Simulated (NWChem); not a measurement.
# Mg

Results from NWChem. Pople sets run with spherical d functions. B3LYP is NWChem's, with the RPA form of VWN correlation. Ions are spin-unrestricted doublets at the neutral geometry; other ion states weren't tried.

| level | vertical ionisation energy, ΔSCF (eV) | −ε(HOMO) (eV) | ΔSCF minus −ε(HOMO) (eV) |
|---|---|---|---|
| B3LYP/6-31+G* | 7.75 | 5.31 | 2.44 |
| PBE/6-31+G* | 7.65 | 4.72 | 2.93 |
| Hartree-Fock/6-31+G* | 6.62 | 6.88 | -0.26 |
| PBE0/6-31+G* | 7.57 | 5.44 | 2.13 |
| LDA (Slater exchange, VWN5)/6-31+G* | 7.74 | 4.79 | 2.95 |
